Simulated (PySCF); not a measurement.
## NMR data sheet: C5H10F2OSi

| Item | Value |
| --- | --- |
| Formula | C5H10F2OSi |
| SMILES | C=C(C)CCO[SiH](F)F |
| InChI | InChI=1S/C5H10F2OSi/c1-5(2)3-4-8-9(6)7/h9H,1,3-4H2,2H3 |
| Point group of the computed structure | C1 |
| Degrees of unsaturation | 1 |
| Carbon signals | 5 |
| Proton signals | 6 |

Bonds (- single, = double, # triple, : aromatic): C1=C2, C2-C3, C2-C4, C4-C5, C5-O6, O6-Si7, Si7-F8, Si7-F9. C1 carries H10, H11; C3 carries H12, H13, H14; C4 carries H15, H16; C5 carries H17, H18; Si7 carries H19. H11 is cis to C3; H10 is trans to C3.

[PySCF 2.14.0 with density-fitted response routines: structure optimised with GFN2-xTB; σ from GIAO-PBE0/pcSseg-1; non-relativistic Hamiltonian; single conformer; averaged over atoms made equivalent by symmetry, fast rotation or ring inversion; in vacuum]

Scale: TMS for $^{1}$H and $^{13}$C and $^{29}$Si; CFCl3 for $^{19}$F; H2O for $^{17}$O (reference shieldings calculated alike).

```tsv
carbon	δC, type	δH (multiplicity)	HMBC from (2–3 bonds)	span of the C tensor (ppm)
C1	126.3, CH2	H10 5.45 (m); H11 5.34 (m)	H15/H16, H12/H13/H14	191
C2	151.5, C	–	H10, H11, H17/H18, H15/H16, H12/H13/H14	248
C3	22.9, CH3	1.97 (s)	H10, H11, H15/H16	39
C4	48.0, CH2	2.43 (t)	H10, H11, H17/H18, H12/H13/H14	21
C5	66.9, CH2	4.41 (t)	H19, H15/H16	80
```

Other nuclei:
```
atoms    nucleus                             environment  δ (ppm)  σ (ppm)
  H19    $^{1}$H  hydrogen on a silicon bonded to 2 F, O     4.74    26.98
F8/F9   $^{19}$F                   fluorine bonded to Si   -148.0    319.0
  Si7  $^{29}$Si             silicon bonded to 2 F, O, H    -69.7    418.9
   O6   $^{17}$O                  oxygen bonded to C, Si     66.5    269.5
```

- Carbon types of the structure: 1 × C, 3 × CH2, 1 × CH3, leaving 1 H on heteroatoms.
- δC 151.5: fully substituted alkene carbon; the olefinic region.
- δC 126.3: terminal =CH2 carbon; as expected for a trigonal carbon in a double bond.
- δC 66.9: sp3 CH2 bonded to O; deshielded by the electronegative neighbour.
- δC 48.0: allylic sp3 CH2; aliphatic region, no heteroatom directly attached.
- δH 2.43: hydrogen on an allylic sp3 CH2; allylic position.

Splittings by $^{19}$F in the carbon and heteronuclear signals aren't shown, as no couplings were computed. Shifts are as computed. Against solution values, carbons near 30 ppm lie about +3 ppm off and those near 130 ppm about +5 ppm. Of 1309 compounds with measured shifts, 239 miss one by over three times the rms of a fit or turn the order of signals round; such compounds aren't used in these exercises. Unscaled 19F shifts against computed CFCl3 carry errors that often reach 10 to 50 ppm. Experimental scales use liquid or dissolved standards, which lie at an offset from isolated H2O (liquid H2O: subtract about 36 ppm). Multiplicities follow the n + 1 count of equivalent neighbours, as no J values were calculated; m marks all less simple cases, F and P coupling included.
